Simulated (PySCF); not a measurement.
Zn(SeH)(SiH3) (H₄SeSiZn), SMILES [SiH3][Zn][SeH].

Geometry: B3LYP-D3(BJ)/def2-SVP. The structure was generated by enumeration; whether it is a known compound was not checked. One conformer was computed; it need not be the lowest.

Two levels are set side by side: PBE/def2-TZVPD (PySCF) and M06-2X/def2-TZVPD (PySCF). Same geometry, gas phase. Differences are taken from unrounded values.

```csv
quantity,M06-2X,PBE,PBE minus M06-2X
orbital gap (eV),7.16,3.84,-3.32
highest occupied level (eV),-8.00,-5.85,2.14
lowest empty level (eV),-0.84,-2.02,-1.18
dipole moment (D),1.21,1.01,-0.20
mean polarisability (bohr³),92.4,98.9,6.5
```

Without exact exchange PBE keeps part of each electron's self-repulsion, which lifts occupied levels and narrows the gap. Loosely held outer electrons make PBE densities more polarisable. Differences between two approximate levels are no errors against the true value.

Rough cost on one machine, each run with all the roots and properties that it gave: M06-2X against PBE about 4 times.
